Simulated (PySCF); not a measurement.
Species: C11H12.
Numbering: `[CH2:1]=[CH:2][c:3]1[cH:4][cH:5][cH:6][c:7]2[c:8]1[C@@H:9]([CH3:10])[CH2:11]2`

Structure used (GFN2-xTB), in Å, numbered top down from 1:
```
atom  x, y, z in Å
C1     2.889   -1.634   -0.725
C2     1.640   -1.203   -0.850
C3     1.074   -0.008   -0.239
C4     1.841    1.032    0.316
C5     1.272    2.153    0.892
C6    -0.111    2.332    0.968
C7    -0.864    1.321    0.424
C8    -0.292    0.197   -0.165
C9    -1.637   -0.408   -0.506
C10   -1.963   -1.733    0.164
C11   -2.270    0.853    0.160
H12    3.223   -2.536   -1.207
H13    3.624   -1.115   -0.133
H14    0.936   -1.779   -1.439
H15    2.918    0.962    0.278
H16    1.922    2.916    1.294
H17   -0.537    3.212    1.426
H18   -1.829   -0.470   -1.580
H19   -1.376   -2.539   -0.271
H20   -1.738   -1.683    1.227
H21   -3.019   -1.969    0.041
H22   -2.854    0.640    1.054
H23   -2.853    1.487   -0.506
```

Probes without a nucleus sit at each ring's centroid and 1 Å off its mean plane on both sides; NICS is minus the shielding there, NICSzz its component along the normal. Level: GIAO PBE0/pcSseg-1 (PySCF, non-relativistic, gas phase) on the GFN2-xTB geometry, one conformer.

Ring bond lengths (Å), with Mayer bond orders in brackets: C3–C4 1.406 (1.38), C4–C5 1.383 (1.51), C5–C6 1.397 (1.39), C6–C7 1.372 (1.42), C7–C8 1.392 (1.35), C8–C3 1.383 (1.31); C7–C8 1.392 (1.35), C8–C9 1.513 (1.00), C9–C11 1.560 (1.04), C11–C7 1.506 (1.09).

Give the NICS values of each ring in ppm.

```tsv
ring	type	NICS(0)	NICS(1), two faces	NICS(1)zz, two faces	rms pucker (Å)	centre to ring atoms, mean (Å)
C3–C4–C5–C6–C7–C8	6-membered carbocycle; formal bonds all aromatic	-8.2	-10.6 / -10.7	-25.2 / -26.0	0.00	1.39
C7–C8–C9–C11	4-membered carbocycle; formal bonds 1 aromatic, 3 single	2.9	-1.5 / -1.4	3.8 / 2.8	0.00	1.06
```

What can be read from them?

- C3–C4–C5–C6–C7–C8: mean NICS(1)zz -25.6 ppm, shielded, aromatic by this magnetic criterion (flat ring, no four-coordinate atom), though in fused rings the probe also feels the neighbouring ring.
- C7–C8–C9–C11: mean NICS(1)zz 3.3 ppm, deshielded. C9, C11 have four or more neighbours, and the NICS criterion for π rings isn't applied.

How equal are the bonds by HOMA? HOMA = 1 − mean of α(R − Ropt)² over the ring bonds, with Krygowski's 1993 parameters (CC: Ropt 1.388 Å, α 257.7 Å⁻²).

- C3–C4–C5–C6–C7–C8: HOMA 0.97 = 1 − EN − GEO, with mean bond length 1.389 Å, EN = α(Ropt − mean)² = 0.000 and GEO = α × variance = 0.031. The geometric and the magnetic index point the same way.

Give the inner angles of the rings and the Hirshfeld charges of the ring atoms.

- C3–C4–C5–C6–C7–C8: C3 114.1° (-0.006 e), C4 122.6° (-0.052 e), C5 122.3° (-0.053 e), C6 115.3° (-0.056 e), C7 122.5° (-0.005 e), C8 123.2° (-0.005 e); sum 720.0° against 720° for a flat convex ring.
- C7–C8–C9–C11: C7 93.3° (-0.005 e), C8 93.1° (-0.005 e), C9 86.7° (-0.017 e), C11 87.0° (-0.070 e); sum 360.0° against 360° for a flat convex ring.

How shielded are the nuclei of the rings and their hydrogens (means over atoms taken as equivalent)?

```tsv
atoms	environment	σ isotropic (ppm)	principal values of the symmetric part, first atom (ppm)
C3	substituted aromatic carbon	50.6	-29.9, 9.5, 172.3
C4	aromatic CH carbon	60.6	-42.7, 43.8, 180.6
C5	aromatic CH carbon	53.9	-55.8, 41.0, 176.6
C6	aromatic CH carbon	59.2	-37.6, 39.4, 176.0
C7	substituted aromatic carbon	37.6	-72.1, 21.7, 163.2
C8	substituted aromatic carbon	32.4	-62.7, 6.0, 154.0
C9	benzylic-type carbon	147.4	137.5, 147.9, 156.7
C11	benzylic-type carbon	149.0	135.1, 146.1, 165.7
H15	aromatic hydrogen	23.91	19.5, 24.1, 28.1
H16	aromatic hydrogen	24.22	20.6, 25.1, 26.9
H17	aromatic hydrogen	24.48	21.4, 24.7, 27.3
H18	methine hydrogen	28.09	25.3, 26.6, 32.4
H22	methylene hydrogen	29.08	25.1, 28.3, 33.9
H23	methylene hydrogen	28.30	24.4, 26.7, 33.8
```

The list is cut; further classes of hydrogen are left out.

The run took 42 s of wall time on x86-64 server, one thread, shared host. This is the whole shielding run at PBE0/pcSseg-1, SCF included.
